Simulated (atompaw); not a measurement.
# As (Z = 33) PAW (atompaw): all-electron and pseudo phase curves

| Quantity | Value |
| --- | --- |
| Element | arsenic (As) |
| Generator | atompaw 4.2.0.5 |
| Type | PAW |
| Functional | PBE |
| Relativity | scalar-relativistic |
| Frozen core | [Ne] |
| Valence charge | 23 |
| Reference configuration | 3s2 3p6 3d10 4s2 4p3 |
| Partial waves | 3s (bound): rc 1.05 bohr; 4s (bound): rc 1.05 bohr; 3p (bound): rc 0.80 bohr; 4p (bound): rc 1.00 bohr; 3d (bound): rc 1.05 bohr; 3d channel at 1.35 Ry: rc 1.05 bohr |
| Local potential | bessel scheme, radius 0.90 bohr |
| Core correction | smooth core density matched at 0.90 bohr |
| Augmentation charge | besselshape compensation charge, radius 0.80 bohr; PAW radius 1.05 bohr; waves and projectors: custom polynom2 7 10 vanderbiltortho |

The phase is arctan(r·u′/u) with u = r·R(r), unwrapped; energies in Ry, scanned from -16 to 5 Ry. A pole is an energy at which the radial function vanishes at the test radius. The pseudo phase is shifted by a multiple of π to meet the all-electron one at the reference energy, and phase errors are pseudo minus all-electron; the curves can meet again beyond the range given. Levels narrower than the energy grid can be missing from the lists of poles.

```json
{"channel": "s", "radius (bohr)": "1.05", "reference energy (Ry)": "-1.07", "poles, all-electron": "-12.36", "poles, pseudo": "-12.35", "unbroken range about the reference energy with phases within 0.05 rad": "the whole range", "phase error 1 Ry above the reference energy (rad)": "+0.000"}
{"channel": "p", "radius (bohr)": "1.05", "reference energy (Ry)": "-0.38", "poles, all-electron": "-7.92", "poles, pseudo": "-7.95", "unbroken range about the reference energy with phases within 0.05 rad": "below 3.8", "phase error 1 Ry above the reference energy (rad)": "-0.001"}
{"channel": "d", "radius (bohr)": "1.05", "reference energy (Ry)": "-2.99", "poles, all-electron": "-0.79", "poles, pseudo": "-0.79", "unbroken range about the reference energy with phases within 0.05 rad": "the whole range", "phase error 1 Ry above the reference energy (rad)": "+0.000"}
```

A Bessel basis up to 400 Ry misses an occupied level by 9.43 Ry, so cutoffs and ghosts were not judged.

Phases in the d channel:

```csv
E (Ry),all-electron,pseudo
-16.00,1.318,1.328
-15.52,1.313,1.323
-15.04,1.308,1.318
-14.56,1.302,1.312
-14.08,1.297,1.306
-13.60,1.290,1.300
-13.12,1.284,1.293
-12.64,1.276,1.285
-12.16,1.268,1.277
-11.68,1.259,1.268
-11.20,1.250,1.258
-10.72,1.239,1.247
-10.24,1.227,1.235
-9.76,1.213,1.221
-9.28,1.197,1.205
-8.80,1.179,1.186
-8.32,1.157,1.165
-7.84,1.131,1.138
-7.36,1.099,1.106
-6.88,1.058,1.065
-6.40,1.005,1.012
-5.92,0.931,0.938
-5.44,0.825,0.831
-4.96,0.658,0.664
-4.48,0.382,0.386
-4.00,-0.061,-0.059
-3.52,-0.585,-0.586
-3.04,-0.980,-0.981
-2.56,-1.219,-1.220
-2.08,-1.367,-1.367
-1.60,-1.464,-1.464
-1.12,-1.534,-1.533
-0.64,-1.586,-1.586
-0.16,-1.628,-1.628
0.32,-1.663,-1.663
0.80,-1.693,-1.693
1.28,-1.720,-1.719
1.76,-1.744,-1.744
2.24,-1.767,-1.767
2.72,-1.789,-1.789
3.20,-1.811,-1.810
3.68,-1.833,-1.831
4.16,-1.856,-1.853
4.64,-1.879,-1.875
```
